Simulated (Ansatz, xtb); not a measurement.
C4H7NO3S: which of two isomers lies lower

We compare a, `CO[C@H](OC=O)C(N)=S`, a singlet, with b, `NC(=O)[C@@H]1CCS1(=O)=O`, a singlet. Both are isolated molecules in the gas phase, relaxed with r2SCAN-D4/def2-SVP; each stands in its lowest conformer found.

Q: Estimate which is lower in electronic energy at CCSD(T)/def2-SVP + ΔMP2/def2-TZVPP, and by roughly how much.

A: The CCSD(T)/def2-SVP + ΔMP2/def2-TZVPP calculation puts structure a lower, by 19.3 kJ/mol.

Level by level:

| level | geometry | E(b) − E(a) (kJ/mol) | departure from the last row (kJ/mol) | job, with rough time for the two |
| --- | --- | --- | --- | --- |
| GFN2-xTB | GFN2-xTB | +8.5 | −10.8 | optimisation, 0.32 s |
| HF/STO-3G | GFN2-xTB | +904.7 | +885.4 | single point, 0.62 s |
| r2SCAN-D4/def2-SVP//GFN2-xTB | GFN2-xTB | +145.0 | +125.7 | single point, 5.8 s |
| r2SCAN-D4/def2-SVP | r2SCAN-D4/def2-SVP | +135.8 | +116.5 | optimisation, 2.3 min |
| HF/def2-SVP | r2SCAN-D4/def2-SVP | +245.2 | +225.9 | part of the CCSD(T) run |
| MP2/def2-SVP | r2SCAN-D4/def2-SVP | +158.7 | +139.4 | part of the CCSD(T) run |
| CCSD(T)/def2-SVP | r2SCAN-D4/def2-SVP | +187.4 | +168.1 | single point |
| CCSD(T)/def2-SVP + ΔMP2/def2-TZVPP | r2SCAN-D4/def2-SVP | +19.3 |  | single point, 3.7 min |

As drawn, b has 2 C–C, 2 C–S, 2 O=S in place of 4 C–O, 1 C=S. Structure a has no ring, b a 4-membered ring.

None of the levels shown reverses the order. The largest departure from CCSD(T)/def2-SVP + ΔMP2/def2-TZVPP is that of HF/STO-3G, 885.4 kJ/mol. The last row adds to CCSD(T) the change of the MP2 difference between the two basis sets, here −168.1 kJ/mol, a large step that makes the value less sure.

With thermal terms from frequencies at re-optimised GFN2-xTB minima (ideal gas, soft modes damped towards free rotors, one conformer each, 298.15 K, 1 atm): the zero-point term adds +5.3 kJ/mol; ΔH is +21.0 and ΔG +30.5 kJ/mol.

The correlated steps freeze 13 core orbitals. Run with Ansatz 0.2.0, xtb 6.7.1; the last row on 4 threads of Arm Neoverse V1 on a shared host.
